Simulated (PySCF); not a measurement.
CH₅Si (SMILES C[SiH2]), doublet, at a GFN2-xTB geometry; DF-B3LYP/6-31G* (PySCF).

Input for PySCF:
```python
from pyscf import gto, scf, dft

mol = gto.Mole()
mol.atom = '''
    C    -0.009619    0.085584   -1.207927
    Si    0.006934    0.023373    0.684427
    H    -0.034321   -0.918997   -1.628565
    H    -0.879928    0.618393   -1.581170
    H     0.874747    0.582172   -1.597709
    H    -1.215595   -0.536052    1.247971
    H     1.215737   -0.586242    1.225054
'''
mol.basis = '6-31g*'
mol.charge = 0
mol.spin = 1
mol.verbose = 3
mol.build()

mf = dft.UKS(mol)
mf.xc = 'b3lyp'
mf = mf.density_fit(auxbasis='def2-universal-jkfit')
mf.kernel()
mf.analyze()
```

Question: What does PySCF print? Leave out banner, timings and long lists.

Answer: 
```
converged SCF energy = -330.554738858108  <S^2> = 0.75149059  2S+1 = 2.00149
**** MO energy ****
                             alpha | beta                alpha | beta
MO #1   energy= -66.1086289914186  | -66.1053647682415  occ= 1 | 1
MO #2   energy= -10.1676131348718  | -10.1672651162272  occ= 1 | 1
MO #3   energy= -5.27291173795512  | -5.26895600792733  occ= 1 | 1
MO #4   energy= -3.63469920277728  | -3.62683413690703  occ= 1 | 1
MO #5   energy= -3.62916650872689  | -3.62645741442095  occ= 1 | 1
MO #6   energy= -3.62876678376331  | -3.62451331755176  occ= 1 | 1
MO #7   energy= -0.703490758173333 | -0.700400627223367 occ= 1 | 1
MO #8   energy= -0.514593720880591 | -0.496029577246756 occ= 1 | 1
MO #9   energy= -0.413998210413864 | -0.412562171246992 occ= 1 | 1
MO #10  energy= -0.41095994448064  | -0.40548177388744  occ= 1 | 1
MO #11  energy= -0.348018329429105 | -0.342570181076713 occ= 1 | 1
MO #12  energy= -0.331331850629944 | -0.326403868792133 occ= 1 | 1
MO #13  energy= -0.195308768273181 | -0.0807555417721044 occ= 1 | 0
MO #14  energy= 0.0409325173484625 | 0.050742499567527  occ= 0 | 0
MO #15  energy= 0.0886143046528316 | 0.102215692093753  occ= 0 | 0
MO #16  energy= 0.0959104332627496 | 0.109799816647718  occ= 0 | 0
MO #17  energy= 0.135163095342366  | 0.141675334280228  occ= 0 | 0
MO #18  energy= 0.146558882975831  | 0.147224734957673  occ= 0 | 0
MO #19  energy= 0.148001683827391  | 0.153020810101208  occ= 0 | 0
MO #20  energy= 0.213114579316881  | 0.223889139106435  occ= 0 | 0
MO #21  energy= 0.250787670501328  | 0.257695409549954  occ= 0 | 0

To work with the spin densities directly, `use mulliken_meta_spin()` only printing them here.

 ** Mulliken spin pop alpha/beta on meta-lowdin orthogonal AOs **
 ** Mulliken Spin Density (per atom)  **
spin density of  0 C =      0.00456
spin density of  1 Si =      0.96115
spin density of  2 H =      0.02656
spin density of  3 H =      0.00060
spin density of  4 H =      0.00060
spin density of  5 H =      0.00327
spin density of  6 H =      0.00327
 ** Mulliken pop alpha/beta on meta-lowdin orthogonal AOs **
 ** Mulliken atomic charges   ( Nelec_alpha | Nelec_beta ) **
charge of  0C =     -0.52585  (     3.26520      3.26065 )
charge of  1Si =      0.33169  (     7.31473      6.35358 )
charge of  2H =      0.11787  (     0.45434      0.42779 )
charge of  3H =      0.11994  (     0.44033      0.43973 )
charge of  4H =      0.11994  (     0.44033      0.43973 )
charge of  5H =     -0.08180  (     0.54253      0.53927 )
charge of  6H =     -0.08180  (     0.54253      0.53927 )
Dipole moment(X, Y, Z, Debye): -0.01130, -0.16540, -0.83700
```
